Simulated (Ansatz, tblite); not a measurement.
Forces on Si10H18S, a cluster cut from the lattice of silicon (1 of the caps SH) at its PBE-D4/def2-SVP geometry. Total charge 0; singlet.

The xTB rows come from tblite.

GFN1-xTB (tblite), largest force 1.49 eV/Å:

```xyz
29
positions Å, forces eV/Å
Si    2.067   -0.586    1.835    0.170   -0.260    0.135
Si   -1.022    0.109    3.965   -0.172   -0.123    0.216
Si    2.013    0.099   -1.935    1.023   -0.543   -0.432
Si   -1.108    1.458   -3.600   -0.144   -0.083   -0.281
Si   -1.138    0.764    0.185   -0.310    0.067    0.040
Si    0.736   -0.632   -0.103    0.156   -0.047    0.092
Si   -2.374    0.007    2.038   -0.182    0.189    0.225
Si    0.815   -1.337    3.682    0.192    0.050    0.236
Si   -2.413    0.696   -1.792   -0.175    0.261   -0.172
Si    0.716   -0.004   -3.893    0.055    0.188   -0.250
S     3.739   -1.195   -2.211   -0.574    0.884    1.055
H     3.309   -1.423    1.635   -0.304    0.529    0.122
H     2.500    0.840    2.068    0.026   -0.612   -0.138
H    -1.807   -0.258    5.200    0.348    0.381   -0.336
H    -0.513    1.519    4.130   -0.293   -0.523    0.128
H     4.148   -1.119   -0.910   -0.145   -0.126   -0.842
H     2.408    1.536   -1.683   -0.077   -0.526   -0.049
H    -1.929    1.546   -4.862    0.331    0.253    0.445
H    -0.585    2.835   -3.279   -0.308   -0.441   -0.292
H    -0.651    2.171    0.433   -0.136   -0.458   -0.080
H     0.256   -2.040   -0.359    0.137    0.446    0.100
H    -2.764   -1.426    1.782   -0.048    0.616    0.084
H    -3.634    0.817    2.212    0.315   -0.526   -0.098
H     0.310   -2.727    3.392    0.302    0.455    0.280
H     1.662   -1.388    4.930   -0.372   -0.254   -0.420
H    -2.810   -0.738   -2.040   -0.045    0.607    0.142
H    -3.671    1.516   -1.646    0.314   -0.530   -0.083
H     0.209   -1.412   -4.068    0.288    0.519   -0.143
H     1.531    0.372   -5.104   -0.372   -0.388    0.313
```

GFN2-xTB (tblite), largest force 0.92 eV/Å:

```
Si 0.095 -0.303 0.250
Si -0.143 -0.190 0.151
Si -0.630 0.270 -0.255
Si -0.115 -0.152 -0.168
Si -0.408 -0.171 -0.108
Si 0.349 0.086 0.162
Si -0.052 0.205 0.257
Si 0.127 0.122 0.186
Si -0.072 0.296 -0.185
Si 0.122 0.182 -0.290
S 0.282 0.250 0.836
H -0.339 0.470 0.084
H -0.046 -0.589 -0.143
H 0.342 0.316 -0.390
H -0.257 -0.537 0.048
H -0.171 -0.084 -0.742
H 0.128 -0.655 -0.078
H 0.379 0.146 0.477
H -0.274 -0.492 -0.221
H -0.119 -0.466 -0.078
H 0.137 0.460 0.084
H 0.045 0.603 0.082
H 0.385 -0.454 -0.114
H 0.266 0.498 0.212
H -0.351 -0.171 -0.467
H 0.045 0.602 0.139
H 0.378 -0.468 -0.057
H 0.258 0.548 -0.042
H -0.360 -0.324 0.370
```

r2SCAN-D4/def2-TZVP (Ansatz), largest force 0.54 eV/Å:

```
Si 0.166 0.022 0.022
Si -0.042 0.083 0.146
Si 0.116 -0.001 -0.025
Si -0.043 0.130 -0.101
Si 0.008 0.081 0.000
Si -0.012 -0.083 0.006
Si -0.152 -0.043 0.028
Si 0.047 -0.126 0.098
Si -0.162 -0.028 -0.030
Si 0.040 -0.068 -0.132
S -0.074 0.246 0.479
H -0.237 0.178 0.052
H -0.080 -0.288 -0.050
H 0.160 0.084 -0.242
H -0.109 -0.282 -0.025
H -0.133 -0.030 -0.449
H -0.045 -0.307 -0.054
H 0.165 -0.007 0.248
H -0.110 -0.271 -0.073
H -0.094 -0.262 -0.046
H 0.089 0.263 0.047
H 0.069 0.292 0.047
H 0.244 -0.168 -0.038
H 0.107 0.276 0.065
H -0.174 0.000 -0.249
H 0.071 0.292 0.056
H 0.244 -0.172 -0.034
H 0.107 0.275 0.026
H -0.166 -0.085 0.225
```
